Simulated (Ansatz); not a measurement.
Single points on Ge(OH)2Cl2 (GeCl2O2H2).

```yaml
crystal:
  periodic: [false, false, false]
  atoms:
    - {symbol: Ge, position_ang: [-0.098758, 0.002062, -0.069158]}
    - {symbol: O, position_ang: [-0.027998, 0.058655, 1.671824]}
    - {symbol: H, position_ang: [-0.835407, -0.262501, 2.090305]}
    - {symbol: O, position_ang: [1.559470, -0.089726, -0.599333]}
    - {symbol: H, position_ang: [1.685571, 0.244968, -1.495018]}
    - {symbol: Cl, position_ang: [-1.034501, 1.738948, -0.902164]}
    - {symbol: Cl, position_ang: [-1.248377, -1.692395, -0.696456]}
basis:
  gaussian: {orbitals: def2-TZVPD, initial_orbitals: start.molden}
hamiltonian: {xc: pbe, dispersion: d4}
scf: {omitted_lower_state_checks: [starts]}
output: {orbitals: {seedname: orbitals}}
```

The file start.molden holds the orbitals of an earlier run on this structure, at another level or in another basis.

```sh
$ ansatz run in.yaml --threads 4 --pin off --events-out ev --progress --plain --max-ram 3916MiB
```

It prints (some lines left out):

```
Functional definition: PBE
1403 factors; their error is unknown
mean field evaluation 1: about -85673.6455 eV, gradient 1.9e1 eV
mean field evaluation 2: about -85673.9359 eV, gradient 4.2e-1 eV
mean field evaluation 4: about -85673.9275 eV, gradient 2.6e-1 eV
mean field -85673.92756236 eV, -3148.4587660430 hartree, gradient 8.4e-5 eV, S^2 0.000000; 0 other end points of the search recorded, 0 dependent functions left out
reference -85673.92763590 eV, -3148.4587687453 hartree; 42, 42 occupied and 202, 202 virtual orbitals, 1403 factors
Total energy: -85674.13799681 eV, -3148.4664993664 hartree
Checks for a lower state left out: starts
```

It took 3.1 s on 4 threads of Arm Neoverse V1 on a shared host.

First input, but with `gaussian: {orbitals: def2-TZVP, initial_orbitals: start.molden}`, `hamiltonian: {xc: {name: PBE-QIDH}}` and without the key `output` (abridged; 5.5 s):

```
Functional definition: PBE-QIDH
mean field -85652.16510427 eV, -3147.6590104594 hartree, gradient 2.2e-6 eV, S^2 0.000000
21 core orbitals not correlated: weight in the atoms' cores, before any rotation towards them, 1.000 or more for the frozen orbitals, at most 0.000 for the correlated occupied ones
second order -33.34983386 eV of doubles, -0.00000000 eV of singles
Total energy: -85663.28172647 eV, -3148.0675387898 hartree
Checks for a lower state left out: starts
```

The first input with `gaussian: {orbitals: def2-TZVP, initial_orbitals: start.molden}`, `hamiltonian: {xc: {name: LC-wPBE, parameters: {omega: 0.1/bohr}}}` (abridged; 2.9 s):

```
Functional definition: LC-wPBE
mean field -85675.98776941 eV, -3148.5344772556 hartree, gradient 1.6e-5 eV, S^2 0.000000
Total energy: -85675.98776952 eV, -3148.5344772595 hartree
Checks for a lower state left out: starts
```

As the first input, with `gaussian: {orbitals: def2-TZVP, initial_orbitals: start.molden}`, `hamiltonian: {xc: {name: BLYP}, dispersion: d4}`, `output: {forces: true, orbitals: {seedname: orbitals}}` (abridged; 2.4 s):

```
Functional definition: BLYP
mean field -85697.49013850 eV, -3149.3246747448 hartree, gradient 1.5e-5 eV, S^2 0.000000
Total energy: -85697.94231335 eV, -3149.3412918641 hartree
Atom 0 force    -0.403770     0.008149    -0.282621 eV/Å
Atom 1 force     0.463142     0.177158     0.708384 eV/Å
Atom 2 force    -0.369800    -0.149624     0.196684 eV/Å
Atom 3 force     0.818791    -0.203102     0.189477 eV/Å
Atom 4 force     0.062610     0.155802    -0.412007 eV/Å
Atom 5 force    -0.253388     0.521392    -0.230790 eV/Å
Atom 6 force    -0.317585    -0.509776    -0.169128 eV/Å
Dipole moment:    -0.106280     0.002078    -0.074475 e Å
Checks for a lower state left out: starts
```

The first input with `gaussian: {orbitals: def2-TZVP, initial_orbitals: start.molden}`, `hamiltonian: {xc: {name: LC-wPBE, parameters: {omega: 0.15/bohr}}}` (abridged; 2.3 s):

```
Functional definition: LC-wPBE
mean field -85676.50726611 eV, -3148.5535684072 hartree, gradient 2.0e-5 eV, S^2 0.000000
Total energy: -85676.50726616 eV, -3148.5535684090 hartree
Checks for a lower state left out: starts
```

First input, but with `gaussian: {orbitals: 6-31G}`, `hamiltonian: {xc: hf}` (abridged; 0.5 s):

```
Functional definition: HF
mean field -85577.16469065 eV, -3144.9027960956 hartree, gradient 6.5e-5 eV, S^2 0.000000
Total energy: -85577.16469065 eV, -3144.9027960956 hartree
Checks for a lower state left out: starts
```

The first input with `gaussian: {orbitals: def2-TZVP, initial_orbitals: start.molden}`, `hamiltonian: {xc: pbe}`, `correlation: {method: rpa}` and without the key `output` (abridged; 4.2 s):

```
Functional definition: PBE
mean field -85673.79674521 eV, -3148.4539586012 hartree, gradient 1.8e-6 eV, S^2 0.000000
21 core orbitals not correlated: weight in the atoms' cores, before any rotation towards them, 1.000 or more for the frozen orbitals, at most 0.000 for the correlated occupied ones
Total energy: -85637.13160871 eV, -3147.1065396876 hartree
Checks for a lower state left out: starts
```

Geometry: PBE0-D4/def2-SVP.

The 6-31G sets use Cartesian d functions. Correlated methods freeze 21 core orbitals; core or outer-core shells of Ge are correlated, in sets that lack core-valence functions.
